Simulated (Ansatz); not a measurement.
System: CCl3F, net charge 0, singlet state. 
Geometry from a B3LYP-D3(BJ)/def2-TZVP (Ansatz, an electronic-structure program) optimisation:
```xyz
5

F      0.0593    -0.2557     1.5697
C      0.0093    -0.0403     0.2474
Cl     1.5264    -0.6185    -0.4731
Cl    -1.3746    -0.9350    -0.4150
Cl    -0.1864     1.7031    -0.0302
```

Parts of the frozen-core correlation energy in 6-31G (Ansatz, hartree). Frozen orbitals: 17; correlated occupied orbitals by spin: 16 and 16; virtual: 24 and 24. Spin-orbit coupling is left out. No relativistic terms.

```tsv
term	value
reference (HF)	-1515.58023
MP2 opposite-spin	?
MP2 same-spin	-0.08995
CCSD correlation	?
(T)	?
T1 diagnostic	0.010
largest doubles amplitude	0.038
```

### Question
What belongs in the gaps?

### Answer

- MP2 opposite-spin, value: -0.25656
- CCSD correlation, value: -0.36564
- (T), value: -0.00942
